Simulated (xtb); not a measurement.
Input for xtb: GFN-FF on FHOTe (SMILES O[Te]F), a point of a torsion scan.

```
$ xtb mol.xyz --gfnff --sp --chrg 0 --uhf 0
4

O     -1.13152744     0.24173342     0.19881263
Te     0.69043221     0.92975060    -0.02358496
F      0.69082828     0.42573475    -1.94243580
H     -1.24553670    -0.48120140    -0.42264626
```

It printed:

```
[...]
           -------------------------------------------------
          |                Calculation Setup                |
           -------------------------------------------------



          ==================== Thresholds ====================
          CN  :   150.00000
          rep :   500.00000
          disp:  2500.00000
          HB1 :   250.00000
          HB2 :   450.00000

          Pauling EN used:
          Z : 1  EN :  2.20
          Z : 8  EN :  3.44
          Z : 9  EN :  3.98
          Z :52  EN :  2.10
          electric field strengths (au): 0.000

           -------------------------------------------------
          |           Force Field Initialization            |
           -------------------------------------------------

          distances ...
          ----------------------------------------
          generating topology and atomic info file ...
          pair mat ...
          computing topology distances matrix with Floyd-Warshall algo ...
          making topology EEQ charges ...
          #fragments for EEQ constrain: 1
          ----------------------------------------
          generating topology and atomic info file ...
          pair mat ...
          computing topology distances matrix with Floyd-Warshall algo ...
          making topology EEQ charges ...
          #fragments for EEQ constrain: 1
          rings ...
          # BATM   2
          # H in HB   1

  atom   neighbors  erfCN metchar sp-hybrid imet pi  qest     coordinates
    1  O       2    1.91   0.00         3    0    0  -0.428   -2.138277    0.456810    0.375701
    2  Te      2    1.93   0.03         3    0    0   0.456    1.304728    1.756974   -0.044569
    3  F       1    0.96   0.00         0    0    0  -0.290    1.305476    0.804522   -3.670672
    4  H       1    1.01   0.02         0    0    0   0.262   -2.353723   -0.909339   -0.798686

          #atoms :   4
          #bonds :   3
          #angl  :   2
          #tors  :   1
          #nmol  :   1
          #optfrag :   1
           -------------------------------------------------
          |                   G F N - F F                   |
          |          A general generic force-field          |
          |                  Version 1.0.3                  |
           -------------------------------------------------
          Number of HB bonds (bound hydrogen)     0
          Number of HB bonds (unbound hydrogen)   6
          Number of XB bonds                      0

 E+G (total)                   0 d,  0 h,  0 min,  0.000 sec
 distance/D3 list               ...        0 min,  0.000 sec (  0.999%)
 non bonded repulsion           ...        0 min,  0.000 sec ( 15.104%)
 dCN                            ...        0 min,  0.000 sec (  4.039%)
 EEQ energy and q               ...        0 min,  0.000 sec ( 11.116%)
 D3                             ...        0 min,  0.000 sec ( 12.424%)
 EEQ gradient                   ...        0 min,  0.000 sec (  9.069%)
 bonds                          ...        0 min,  0.000 sec (  7.819%)
 bend and torsion               ...        0 min,  0.000 sec (  9.756%)
 bonded ATM                     ...        0 min,  0.000 sec (  3.113%)
 HB/XB (incl list setup)        ...        0 min,  0.000 sec ( 20.880%)

         :::::::::::::::::::::::::::::::::::::::::::::::::::::
         ::                     SUMMARY                     ::
         :::::::::::::::::::::::::::::::::::::::::::::::::::::
         :: total energy              -0.324239080491 Eh    ::
         :: gradient norm              0.051832893552 Eh/a0 ::
         ::.................................................::
Note: The following floating-point exceptions are signalling: IEEE_UNDERFLOW_FLAG IEEE_DENORMAL
normal termination of xtb
         :: bond energy               -0.262126035967 Eh    ::
         :: angle energy               0.000166953267 Eh    ::
         :: torsion energy             0.001112111620 Eh    ::
         :: repulsion energy           0.023075489854 Eh    ::
         :: electrostat energy        -0.085453804397 Eh    ::
         :: dispersion energy         -0.000981095753 Eh    ::
         :: HB energy                 -0.000000043859 Eh    ::
         :: XB energy                  0.000000000000 Eh    ::
         :: bonded atm energy         -0.000032655256 Eh    ::
         :: external energy            0.000000000000 Eh    ::
         :: add. restraining           0.000000000000 Eh    ::
         :: total charge              -0.000000000000 e     ::
         :::::::::::::::::::::::::::::::::::::::::::::::::::::

           -------------------------------------------------
          |                Property Printout                |
           -------------------------------------------------

molecular dipole:
                 x           y           z       tot (Debye)
 q only:        0.473       0.051       0.647       2.040

           -------------------------------------------------
          | TOTAL ENERGY               -0.324239080491 Eh   |
          | GRADIENT NORM               0.051832893552 Eh/α |
           -------------------------------------------------
########################################################################
[WARNING] Runtime exception occurred
-1- gfnff_setup: Could not read topology file.
########################################################################

------------------------------------------------------------------------
------------------------------------------------------------------------
 total:
 SCF:
```

The run finished.

Cost: about 0.020 core-seconds (a rough figure).
